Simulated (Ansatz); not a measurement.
Conformers of `C[O][Ge]([CH3])([F])[SH]`, each relaxed with PBE0-D4/def2-TZVP in Ansatz. CBS adds the triple-zeta coupled-cluster correction to the MP2 limit.

Outer-core shells of Ge are correlated without core-valence functions. Scalar relativity is left out up to krypton. Spin–orbit coupling is left out.

Not all of them had a frequency check.

Conformer A:

Cartesian coordinates in Å:
```
C -1.429 1.687 -0.050
O -0.184 1.126 -0.411
Ge 0.304 -0.457 0.177
C 2.018 -0.860 -0.592
F 0.434 -0.329 1.911
S -1.285 -1.972 -0.119
H -2.256 0.991 -0.229
H -1.583 2.575 -0.665
H -1.441 1.985 1.004
H 1.908 -1.037 -1.662
H 2.431 -1.750 -0.118
H 2.685 -0.013 -0.433
H -1.601 -1.946 1.187
```

Conformer B:

Z-matrix (Å, degrees):
```
C
O 1 1.414
H 1 1.092 2 107.5
H 1 1.097 2 111.9 3 118.5
H 1 1.094 2 111.9 3 -119.2
Ge 2 1.763 1 119.4 3 175.9
F 6 1.745 2 104.5 1 -49.6
C 6 1.929 2 115.6 1 66.8
S 6 2.194 2 105.7 1 -166.2
H 8 1.090 6 109.5 2 179.4
H 8 1.090 6 109.9 2 59.1
H 8 1.090 6 109.4 2 -61.3
H 9 1.344 6 91.8 2 31.9
```

(1) Which is lowest in electronic energy at CCSD(T)/CBS (frozen core, def2 sets), and by how much? (An estimate is asked.)

(2) Give the energies relative to A (kJ/mol) with ωB97M-V/def2-TZVPP, r2SCAN/def2-TZVPP, HF/def2-TZVPP, SCS-MP2/def2-TZVPP, CCSD/def2-TZVPP, HF/def2-QZVPP, HF/CBS(def2). (Best estimate.)

## Answers

(1) Computed: A; B lies 5.0 kJ/mol higher.

(2) The calculation gave: 
```csv
level,B
ωB97M-V/def2-TZVPP,5.0
r2SCAN/def2-TZVPP,5.1
HF/def2-TZVPP,3.1
SCS-MP2/def2-TZVPP,4.3
CCSD/def2-TZVPP,3.9
HF/def2-QZVPP,3.1
HF/CBS(def2),3.1
```
